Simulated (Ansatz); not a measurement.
Mulliken charges of C2H2AlNO, SMILES `O=C[C]1=[N][AlH]1` from B3LYP/def2-TZVPP in Ansatz (PBE0-D4/def2-TZVP geometry).

```csv
atom,x (Å),y (Å),z (Å),charge (e)
O1,-0.889,-1.514,1.627,-0.233
C2,-0.002,-0.775,1.305,0.073
C3,0.034,-0.009,0.020,0.078
N4,1.008,0.785,-0.301,-0.287
Al5,-0.276,0.746,-1.621,0.329
H6,0.888,-0.590,1.945,0.076
H7,-0.701,1.290,-3.021,-0.036
```

Task: By hand: the dipole of these point charges (1 e Å = 4.8032 D).

Result: Σ q r = (-0.078, 0.224, -0.473) e Å, of length 0.529 e Å = 2.54 D.

Task: How does the dipole of the full density compare? (An estimate is asked.)

Result: The calculation gave: (-0.079, 0.318, -0.636) e Å, 3.44 D; the point charges give 0.74 times that, at 2° from its direction.

Point charges leave out the atoms' own dipoles, such as those of lone pairs, and Mulliken's split depends on the basis, so the two needn't agree.

B3LYP here is the variant with VWN-RPA as its local correlation; programs differ in this.
